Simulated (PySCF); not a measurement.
Does the answer move with the share of exact exchange?

Compound: ethyl methacrylate, C₆H₁₀O₂.
SMILES with atom numbers: `[CH2:1]=[C:2]([CH3:3])[C:4](=[O:5])[O:6][CH2:7][CH3:8]` (hydrogens: H9, H10 on C1; H11, H12, H13 on C3; H14, H15 on C7; H16, H17, H18 on C8)

Torsions of this conformer, `[CH2:1]=[C:2]([CH3:3])[C:4](=[O:5])[O:6][CH2:7][CH3:8]`: C1–C2–C4–O5 -178°, C2–C4–O6–C7 180°, C4–O6–C7–C8 -178°.

PySCF, def2-SVPD basis, density fitting, gas phase, PBE0-D3(BJ)/def2-SVP geometry; singlet excitations by full TDDFT with frozen cores, triplets by Tamm–Dancoff TDDFT and ionisation energies by ΔSCF, from the lowest of the holes tried. One functional is left out:

```
functional  exact exchange (%)  HOMO energy (eV)  LUMO energy (eV)  lowest singlet excitation (eV)  lowest triplet excitation (eV)  dipole moment (D)  mean polarisability (au)  vertical ionisation energy (eV)
       LDA                   0             -6.55             -2.44                            4.28                            3.86              1.860                      86.3                            10.00
       PBE                   0             -6.34             -2.20                            4.28                            3.72              1.858                      85.3                             9.76
     B3LYP                  20             -7.57             -1.47                            4.84                            3.75              1.952                      82.7                            10.10
 BHandHLYP                  50             -8.79             -0.15                            5.45                            3.68              2.063                      79.7                             9.74
```

Q: Predict the row of PBE0 (25 % exact exchange) by straight lines through the other rows, and check it.

A: 
```tsv
property	line	computed	computed − line	B3LYP (20 %), for comparison
HOMO energy (eV)	-7.67	-7.79	-0.12	-7.57
LUMO energy (eV)	-1.24	-1.24	0.00	-1.47
lowest singlet excitation (eV)	4.89	4.94	+0.05	4.84
lowest triplet excitation (eV)	3.74	3.69	-0.05	3.75
dipole moment (D)	1.964	1.950	-0.014	1.952
mean polarisability (au)	82.6	81.9	-0.7	82.7
vertical ionisation energy (eV)	9.88	9.73	-0.15	10.10
```
